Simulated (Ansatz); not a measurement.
Basis sets compared for Mg₅S₄I₂. The state is a singlet with charge 0. Geometry PBE-D4/def2-SVP. Ansatz on 2 threads of AMD EPYC 7R13 on a shared host and a share (18 GiB) of an NVIDIA H100 80GB HBM3; times are rough, and most runs start from earlier orbitals.

Cartesian coordinates in Å:
```
Mg 1.817 -1.630 -0.170
Mg -1.913 -1.347 -0.715
Mg -0.352 -1.079 1.851
Mg 1.726 1.546 0.398
Mg -1.520 1.792 -0.077
S -0.228 -2.867 0.076
S 1.946 -0.358 1.902
S -2.437 -0.026 1.262
S 0.232 3.295 0.120
I 2.783 0.154 -1.969
I -2.053 0.520 -2.677
```

In the def2 sets I takes a core potential; there is no spin–orbit coupling. Single mean-field runs in def2-TZVP are fitted with def2-universal-jkfit.

Binding counts from free atoms (Mg singlet, S triplet, I doublet) in the same basis, without a counterpoise term.

| level | functions | energy (Eh) | HOMO (eV) | LUMO (eV) | binding per atom (eV) | wall time |
| --- | --- | --- | --- | --- | --- | --- |
| PBE-D4/def2-SVP | 214 | -3187.0625 | -5.11 | -2.86 | 2.94 | 9 s |
| PBE0-D4/def2-SVP | 214 | -3187.3524 | -6.21 | -2.23 | 2.93 | 18 s |

**Question.** Estimate the rows for PBE-D4/def2-TZVP (with forces), PBE0-D4/def2-TZVP (with forces).

**Answer.** 
| level | functions | energy (Eh) | HOMO (eV) | LUMO (eV) | binding per atom (eV) | wall time |
| --- | --- | --- | --- | --- | --- | --- |
| PBE-D4/def2-TZVP (with forces) | 408 | -3187.9809 | -5.11 | -2.82 | 2.92 | 8.5 s |
| PBE0-D4/def2-TZVP (with forces) | 408 | -3188.2643 | -6.18 | -2.16 | 2.92 | 6.5 s |
